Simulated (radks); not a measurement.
Values are calculated unless marked as measured or tabulated.
Spin polarisation of the 4f7 shell in Eu2+. Start: [Xe] 4f(up 3.5, down 3.5); electrons of 4f are moved from spin down to spin up, other shells keep equal spins. Code: a radial shooting solver on a logarithmic mesh with Libxc functionals. Model: scalar-relativistic Kohn-Sham, r2SCAN, spin-polarised, spherical densities, finite nucleus; meta-GGA in the generalised Kohn-Sham scheme; Fermi nuclear charge, rms radius of each element as measured or else 0.836 A^(1/3) + 0.57 fm.

moment (Bohr magnetons),E - E(0) (eV),e(4f up) (eV),e(4f down) (eV),5p down minus up (eV)
0,0.000,-15.671,-15.671,0.000
1,-0.237,-16.123,-15.174,0.372
2,-0.950,-16.528,-14.631,0.746
3,-2.135,-16.884,-14.042,1.124
4,-3.793,-17.187,-13.405,1.508
5,-5.919,-17.434,-12.717,1.900
6,-8.512,-17.619,-11.975,2.303
7,-11.566,-17.736,-11.171,2.720

At moment 7 the spin-polarisation energy is -11.566 eV and the 4f exchange splitting 6.565 eV, that is 0.938 eV per Bohr magneton; E = -I m^2/4 would give I = 0.944 eV.
